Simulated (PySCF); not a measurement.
Al(F)(GeH3)(Me) (CH₆AlFGe), SMILES [CH3][Al]([F])[GeH3].

The structure is a stationary point at PBE0-D3(BJ)/def2-SVP. The structure was generated by enumeration; whether it is a known compound was not checked.

All values below come from TDDFT-CAM-B3LYP/def2-SVPD (PySCF).

Vertical excitations. The molecule is in vacuum.

Q: List the lowest excited states. (An estimate is asked for; the answer gives what the named calculation found.)

A: 
```
state  energy (eV)  λ (nm)      f                          main pairs
-----  -----------  ------  -----  ----------------------------------
S1            5.00     248  0.015                      HOMO→LUMO 98 %
S2            6.29     197  0.291                    HOMO→LUMO+1 95 %
S3            6.80     182  0.070                    HOMO→LUMO+2 92 %
S4            7.28     170  0.009                    HOMO−1→LUMO 86 %
S5            7.54     164  0.026  HOMO−3→LUMO 61 %, HOMO−2→LUMO 16 %
S6            7.59     163  0.032  HOMO−2→LUMO 59 %, HOMO−3→LUMO 21 %
S7            7.68     161  0.031  HOMO→LUMO+3 63 %, HOMO→LUMO+4 23 %
S8            7.95     156  0.037  HOMO→LUMO+5 55 %, HOMO→LUMO+4 19 %
S9            8.09     153  0.124  HOMO→LUMO+6 52 %, HOMO→LUMO+4 19 %
S10           8.24     150  0.097                  HOMO−1→LUMO+1 76 %
T1            4.37     284      0                      HOMO→LUMO 97 %
T2            5.60     221      0                    HOMO→LUMO+1 85 %
T3            6.04     205      0                    HOMO→LUMO+2 88 %
T4            6.57     189      0  HOMO−3→LUMO 74 %, HOMO−1→LUMO 15 %
```
Triplets are in the Tamm–Dancoff approximation, which puts them higher than full response would, so one can lie above its singlet here.
